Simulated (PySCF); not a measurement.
**A survey of 29Si NMR shifts**

[PySCF 2.14: structure optimised with GFN2-xTB; σ from GIAO-PBE0/pcSseg-1; in vacuum; single conformer; averaged over atoms made equivalent by symmetry, fast rotation or ring inversion; non-relativistic Hamiltonian]

Shieldings were converted by a linear fit to measured shifts: 29Si: δ = 279.94 − 0.822σ (rms 8.9 ppm, 72 shifts, 25.8 ppm with the 6 outliers that the fit left out vs TMS, solution or neat liquid). A few per cent of atoms miss by over 2 rms, more outside the fitted compound classes.

Give the 29Si shifts of `C#C[C@@H](C)[C@H]1C[Si@@H]1F`, `P[Si@@H]1CC(Cl)=CC[SiH2]1`, `O=C[C@@H]([SiH3])[SiH2]/C=C\CF`, `C=N[Si](Cl)(C#CC)C#CC`, `F[Si@@H]1O[SiH2][C@H](C(F)(F)F)O1`, `CCC1=C[SiH2]C=C1F`, `C=C/C(=C/[SiH3])[Si@H](P)Cl`, `CC#C[SiH2]C[Si@H](P)Cl`, `C=C[C@@H]1[SiH2]C=C[SiH2][C@@H]1F`, `O=CO[C@@H]1C[C@@]1(Cl)CO[SiH3]`, `C#C[C@@H](C)[Si@@H](Cl)[SiH2]P`.

Answers


| compound | environment | δ (ppm) |
| --- | --- | --- |
| C#C[C@@H](C)[C@H]1C[Si@@H]1F | silicon bonded to 2 C, F, H, in a 3-membered ring | -38.4 |
| [PH2:1][Si@@H:2]1[CH2:3][C:4]([Cl:5])=[CH:6][CH2:7][SiH2:8]1 | Si2: silicon bonded to C, P, Si, H, in a 6-membered ring | -51.0 |
| [PH2:1][Si@@H:2]1[CH2:3][C:4]([Cl:5])=[CH:6][CH2:7][SiH2:8]1 | Si8: silicon bonded to C, Si, 2 H, in a 6-membered ring | -68.5 |
| [O:1]=[CH:2][C@@H:3]([SiH3:4])[SiH2:5]/[CH:6]=[CH:7]\[CH2:8][F:9] | Si5: silicon bonded to 2 C, 2 H | -50.9 |
| [O:1]=[CH:2][C@@H:3]([SiH3:4])[SiH2:5]/[CH:6]=[CH:7]\[CH2:8][F:9] | Si4: silicon bonded to C, 3 H | -66.0 |
| C=N[Si](Cl)(C#CC)C#CC | silicon bonded to 2 C, Cl, N | -54.0 |
| [F:1][Si@@H:2]1[O:3][SiH2:4][C@H:5]([C:6]([F:7])([F:8])[F:9])[O:10]1 | Si4: silicon bonded to C, O, 2 H, in a 5-membered ring | -23.6 |
| [F:1][Si@@H:2]1[O:3][SiH2:4][C@H:5]([C:6]([F:7])([F:8])[F:9])[O:10]1 | Si2: silicon bonded to F, 2 O, H, in a 5-membered ring | -41.9 |
| CCC1=C[SiH2]C=C1F | silicon bonded to 2 C, 2 H, in a 5-membered ring | -51.6 |
| [CH2:1]=[CH:2]/[C:3](=[CH:4]/[SiH3:5])[Si@H:6]([PH2:7])[Cl:8] | Si6: silicon bonded to C, Cl, P, H | -3.9 |
| [CH2:1]=[CH:2]/[C:3](=[CH:4]/[SiH3:5])[Si@H:6]([PH2:7])[Cl:8] | Si5: silicon bonded to C, 3 H | -75.5 |
| [CH3:1][C:2]#[C:3][SiH2:4][CH2:5][Si@H:6]([PH2:7])[Cl:8] | Si6: silicon bonded to C, Cl, P, H | 5.1 |
| [CH3:1][C:2]#[C:3][SiH2:4][CH2:5][Si@H:6]([PH2:7])[Cl:8] | Si4: silicon bonded to 2 C, 2 H | -68.2 |
| [CH2:1]=[CH:2][C@@H:3]1[SiH2:4][CH:5]=[CH:6][SiH2:7][C@@H:8]1[F:9] | Si4: silicon bonded to 2 C, 2 H, in a 6-membered ring | -53.0 |
| [CH2:1]=[CH:2][C@@H:3]1[SiH2:4][CH:5]=[CH:6][SiH2:7][C@@H:8]1[F:9] | Si7: silicon bonded to 2 C, 2 H, in a 6-membered ring | -55.3 |
| O=CO[C@@H]1C[C@@]1(Cl)CO[SiH3] | silicon bonded to O, 3 H | -34.2 |
| [CH:1]#[C:2][C@@H:3]([CH3:4])[Si@@H:5]([Cl:6])[SiH2:7][PH2:8] | Si5: silicon bonded to C, Cl, Si, H | -7.4 |
| [CH:1]#[C:2][C@@H:3]([CH3:4])[Si@@H:5]([Cl:6])[SiH2:7][PH2:8] | Si7: silicon bonded to P, Si, 2 H | -86.2 |
